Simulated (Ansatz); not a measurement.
Input file for Ansatz (a program for electronic structure): R-revPBE/def2-TZVPP on Cl4Zn2 (SMILES [Cl][Zn]1<-[Cl][Zn]([Cl])<-[Cl]1).

Ansatz 0.2 input:
```yaml
crystal:
  periodic: [false, false, false]
  atoms:
    - {symbol: Zn, position_ang: [1.58242368, 0.00474519, -0.00364611]}
    - {symbol: Zn, position_ang: [-1.58243863, -0.00471231, 0.00217363]}
    - {symbol: Cl, position_ang: [-0.00524388, 1.69157030, -0.01657458]}
    - {symbol: Cl, position_ang: [0.00525413, -1.69151303, 0.01159356]}
    - {symbol: Cl, position_ang: [3.70508599, 0.01203545, -0.00357006]}
    - {symbol: Cl, position_ang: [-3.70508129, -0.01202560, 0.01002355]}
basis:
  gaussian:
    orbitals: def2-TZVPP
hamiltonian:
  xc: {name: revPBE}
scf: {lower_state_search: off}
```

The log:

```
WARN ansatz: RAYON_NUM_THREADS=4 ignored (pool sized by the plan → 4); use --threads N
Functional definition: revPBE
these checks for a lower state are left out or cut short: stability, starts, cluster_reference, orbital_swaps, neighbouring_geometries, increment
integrals: 0.44 GiB planned
2174 factors; their error is unknown
mean field: 1.96 GiB planned
mean field evaluation 1: about -146915.1682 eV, gradient 8.0e1 eV
mean field evaluation 2: about -146881.2775 eV, gradient 2.0e2 eV
mean field evaluation 4: about -146922.4920 eV, gradient 1.1e1 eV
mean field evaluation 8: about -146922.7415 eV, gradient 1.3e-1 eV
mean field evaluation 16: about -146922.7415 eV, gradient 7.7e-6 eV
mean field -146922.74146874 eV, -5399.3111611651 hartree, gradient 7.7e-6 eV, S^2 0.000000; 0 other end points of the search recorded, 0 dependent functions left out
reference -146922.74153376 eV, -5399.3111635545 hartree; 64, 64 occupied and 232, 232 virtual orbitals, 2174 factors
Total energy: -146922.74153376 eV, -5399.3111635545 hartree
Checks for a lower state left out: stability, starts, cluster_reference, orbital_swaps, neighbouring_geometries, increment
```

The run converged.

Cost: around 9 core-seconds (rough).
